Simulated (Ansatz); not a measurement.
Computed with Ansatz on PBE0-D4/def2-TZVP structures; ΔE is electronic, products minus reactants. CCSD(T)/CBS is the MP2 limit (def2-TZVPP, def2-QZVPP) plus CCSD(T) − MP2 in def2-TZVPP, frozen cores. Functionals use def2-TZVPP. B3LYP here is the variant with VWN-RPA as its local correlation; programs differ in this. One conformer a species, not always the lowest.

Reaction (substitution at a C–C bond): `CC(C)C(C)(C)C` + `B[SiH2]O` → `B[SiH2]OC` + `CCC(C)(C)C`

CCSD(T)/CBS gives +12.1 kcal/mol.

(1) Another level gave +9.3 kcal/mol. Which?
A. CAM-B3LYP/def2-TZVPP
B. B3LYP-D4/def2-TZVPP
C. B97M-V/def2-TZVPP
D. HF/def2-TZVPP

Largest T1 diagnostic among the species: 0.012.

## Answers

(1) B. B3LYP-D4 9.3, B97M-V 10.6, CAM-B3LYP 8.3, HF/def2-TZVPP 5.8 kcal/mol.

At CCSD(T), def2-SVP lies −2.6 kcal/mol from the extrapolated value and def2-TZVPP −0.4 kcal/mol. In def2-TZVPP, CCSD(T) changes the Hartree–Fock value by +6.0 kcal/mol (the triples alone add +0.7 kcal/mol) and MP2 by +7.6 kcal/mol. From BLYP to BHLYP (50 % exact exchange), in def2-TZVPP and without D4, ΔE moves by +1.4 kcal/mol.
